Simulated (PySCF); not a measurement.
Input for PySCF: D3(BJ) and D4 dispersion corrections on CH6SSi (SMILES C[SiH2]S), a point of a torsion scan.

```python
from pyscf import gto
from pyscf.dispersion import dftd3, dftd4

mol = gto.M(
    atom='''
    C    -1.01680916    0.56711782    0.13832516
    Si    0.23758214   -0.83646556   -0.07116323
    S     2.18126416   -0.12145435    0.53337859
    H    -1.99601232    0.25541828   -0.21107148
    H    -0.72776546    1.44861981   -0.42846594
    H    -1.11856737    0.86246908    1.17994711
    H    -0.10010199   -1.97276361    0.78271310
    H     0.42331837   -1.22644683   -1.46134535
    H     1.75576579    0.75068598    1.43429698
    ''',
    basis='def2-svp',
    charge=0, spin=0, verbose=0, max_memory=1800)
d3, d4 = {}, {}
for xc in ['hf', 'pbe', 'blyp', 'revpbe', 'tpss', 'r2scan', 'b3lyp', 'pbe0', 'bhlyp', 'camb3lyp', 'b2plyp']:
    d3[xc] = float(dftd3.DFTD3Dispersion(mol, xc=xc, version='d3bj', atm=False).get_dispersion()['energy'])
    print(f'D3(BJ) {xc:10s} {d3[xc]:14.8f} Eh')
for xc in ['hf', 'pbe', 'blyp', 'revpbe', 'tpss', 'r2scan', 'b3lyp', 'pbe0', 'bhlyp', 'camb3lyp', 'b2plyp']:
    d4[xc] = float(dftd4.DFTD4Dispersion(mol, xc={'camb3lyp': 'cam-b3lyp'}.get(xc, xc), atm=True).get_dispersion()['energy'])
    print(f'D4     {xc:10s} {d4[xc]:14.8f} Eh')
```

Output:

```
D3(BJ) hf            -0.05507885 Eh
D3(BJ) pbe           -0.00687926 Eh
D3(BJ) blyp          -0.01511939 Eh
D3(BJ) revpbe        -0.01693874 Eh
D3(BJ) tpss          -0.00881982 Eh
D3(BJ) r2scan        -0.00190141 Eh
D3(BJ) b3lyp         -0.01246318 Eh
D3(BJ) pbe0          -0.00609284 Eh
D3(BJ) bhlyp         -0.01019674 Eh
D3(BJ) camb3lyp      -0.00572457 Eh
D3(BJ) b2plyp        -0.00603538 Eh
D4     hf            -0.02213440 Eh
D4     pbe           -0.00636762 Eh
D4     blyp          -0.01399823 Eh
D4     revpbe        -0.01884503 Eh
D4     tpss          -0.00858852 Eh
D4     r2scan        -0.00150628 Eh
D4     b3lyp         -0.01032842 Eh
D4     pbe0          -0.00536981 Eh
D4     bhlyp         -0.00810630 Eh
D4     camb3lyp      -0.00546302 Eh
D4     b2plyp        -0.00442815 Eh
```

The run finished.

Cost: about 0.03 core-seconds (a rough figure).
